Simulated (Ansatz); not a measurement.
System: BHCl, charge 1, singlet. BHCl+ (parent SMILES Cl[BH], singlet).
B3LYP-D3(BJ)/def2-TZVP minimum from Ansatz (a quantum-chemistry and plane-wave program):
```
B
H 1 1.1707
Cl 1 1.5923 2 180.00
```
Charge +1, spin multiplicity 1.

Total energies in aug-cc-pV(T+d)Z, 10 correlated electrons, 6 frozen orbitals. UHF or UKS for unpaired electrons; spin-orbit terms are left out. Correlated methods leave the cores frozen. No relativity. The spin of HBCl+ (parent SMILES [BH]Cl, singlet) was assumed, and the state is the lowest solution found for it.

```csv
method,program,energy (Eh),minus CCSDT(Q) (mEh)
HF,Ansatz,-484.49430,301.96
MP2,Ansatz,-484.75736,38.90
CCSD,Ansatz,-484.78143,14.83
CCSD(T),Ansatz,-484.79476,1.50
CCSDT(Q),Ansatz,-484.79626,0.00
```

Rough core times of Ansatz's runs on a shared machine: CCSD(T) under 20 s, CCSDT(Q) 3 min.
